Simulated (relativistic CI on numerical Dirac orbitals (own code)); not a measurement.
# Cu4+: q coefficients and field-shift factors

These numbers are calculated, not measured: Dirac-Coulomb-Breit CI, separate exchange-only KLI orbitals for each configuration, valence Slater integrals scaled by 0.85, P86 correlation energy added to each configuration, derivatives by finite differences, QED left out (own radial code, finite nucleus).

Configuration list (outside the closed core [Ne]): 3s2.3p6.3d7, 3s2.3p6.3d6.4s, 3s2.3p6.3d6.4p, 3s2.3p5.3d8, 3s2.3p6.3d6.4d, 3s2.3p6.3d5.4s2, 3s2.3p4.3d9, 3s.3p6.3d8. Levels of other configurations are missing.

With x = (α/α₀)² − 1 an excitation energy changes as ω = ω₀ + qx; K = 2q/ω₀ is the relative enhancement. Terms are leading LS components, so labels can repeat. The field-shift factor is F = δν/δ⟨r²⟩ for the transition from the lowest level.

Lowest level 3s2.3p6.3d7 4F_9/2.

| Level | ω₀ (cm⁻¹) | q (cm⁻¹) | K | F (GHz/fm²) |
| --- | --- | --- | --- | --- |
| 3s2.3p6.3d7 4F_7/2 | 1572.9 | 1618 | 2.06 | 0.00858 |
| 3s2.3p6.3d7 4F_5/2 | 2679.2 | 2652 | 1.98 | 0.0142 |
| 3s2.3p6.3d7 4F_3/2 | 3420.1 | 3305 | 1.93 | 0.0178 |
| 3s2.3p6.3d7 4P_5/2 | 19504.7 | 1001 | 0.103 | 0.0326 |
| 3s2.3p6.3d7 4P_3/2 | 19614.3 | 516.9 | 0.0527 | 0.0278 |
| 3s2.3p6.3d7 4P_1/2 | 20541.9 | 1865 | 0.182 | 0.0364 |
| 3s2.3p6.3d7 2G_9/2 | 21080.4 | 711.7 | 0.0675 | 0.0297 |
| 3s2.3p6.3d7 2G_7/2 | 22538.6 | 2243 | 0.199 | 0.0376 |
| 3s2.3p6.3d7 2P_3/2 | 24472.9 | 1531 | 0.125 | 0.0246 |
| 3s2.3p6.3d7 2P_1/2 | 25771.4 | 2869 | 0.223 | 0.0274 |
| 3s2.3p6.3d7 2D_5/2 | 27695.8 | 1267 | 0.0915 | 0.0396 |
| 3s2.3p6.3d7 2H_11/2 | 29293.4 | 922.8 | 0.063 | 0.0484 |
| 3s2.3p6.3d7 2D_3/2 | 30096.3 | 4124 | 0.274 | 0.0515 |

At this charge configurations can still be misplaced by up to about 7 % of their energy.
